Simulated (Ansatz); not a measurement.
OsO2, SMILES [O]=[Os]=[O] (connectivity only; charge and spin as stated), neutral, multiplicity 3.

Coordinates come from a r2SCAN-D4/def2-TZVP optimisation. The spin state was assumed, not searched. The def2 effective core potentials stand for the cores of Os; spin–orbit coupling is left out.

Two levels are set side by side: PBE/def2-TZVPD (Ansatz, an electronic-structure program) and CAM-B3LYP/def2-TZVPD (Ansatz). Energy differences of separate SCF runs at the same geometry; the states with an electron removed or added have multiplicity 4 and 2. Differences are taken from unrounded values.

```json
[
 {"quantity": "vertical ionisation energy (eV)", "CAM-B3LYP": "10.45", "PBE": "10.04", "PBE minus CAM-B3LYP": "-0.40"},
 {"quantity": "vertical electron affinity (eV)", "CAM-B3LYP": "2.69", "PBE": "2.39", "PBE minus CAM-B3LYP": "-0.29"}
]
```
